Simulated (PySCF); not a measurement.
[OsH4(NO)]− at several levels of theory

Computed with PySCF 2.14.0 (density fitting, no spin-orbit coupling) at the geometry relaxed with TPSS:

```xyz
7
[OsH4(NO)]− (singlet)
Os    0.0000    0.2077   -0.0527
H     0.0000    0.1347    1.5387
H     1.6514    0.6360   -0.0458
H     0.0000    1.8575   -0.5407
H    -1.6514    0.6360   -0.0458
N     0.0000   -1.5687   -0.2144
O     0.0000   -2.6849   -0.6697
```

| level | basis | state | HOMO (eV) | gap (eV) | charge on Os1 (e) | dipole about the centre of mass (D) | largest force component (eV/Å) |
| --- | --- | --- | --- | --- | --- | --- | --- |
| TPSS | Os def2-SVP with ECP60, H def2-SVP, N def2-SVP, O def2-SVP | singlet | 0.01 | 2.13 | -0.08 | 0.74 | 0.02 |
| BP86 | the same | singlet | 0.05 | 1.90 | -0.24 | 0.62 | 0.17 |
| TPSS | Os def2-TZVP with ECP60, H def2-TZVP, N def2-TZVP, O def2-TZVP | singlet | -0.11 | 2.06 | -0.08 | 0.48 | 0.58 |
| TPSS | Os x2c-SVPall, H x2c-SVPall, N x2c-SVPall, O x2c-SVPall | singlet | 0.07 | 2.10 | -0.53 | 0.56 | 0.56 |

Charges are Mulliken's, which hang on the basis. The relaxation used the grid (50, 194), these runs (75, 302) or, all-electron (x2c bases, spin-free X2C Hamiltonian), (99, 590).

**Question.** A further run in the first row's basis gives HOMO (eV) -1.32, gap (eV) 4.07, charge on Os1 (e) -0.18, dipole about the centre of mass (D) 0.50, largest force component (eV/Å) 1.48. Which level was it?
A. CAM-B3LYP
B. PBE0
C. HF

**Answer.** B. The others give HOMO -4.25 eV (HF); -2.56 eV (CAM-B3LYP).

In the first row's basis the gap widens with exact exchange: 1.9 to 2.1 eV for BP86, TPSS (none); 4.1 eV for PBE0 (a fixed share); 6.2 to 9.9 eV for CAM-B3LYP, Hartree–Fock (rising or full at long range).

No frequency check is given that shows the relaxed geometry to be a minimum.

The highest filled level of some runs lies above zero, as often for anions with such functionals and bases.
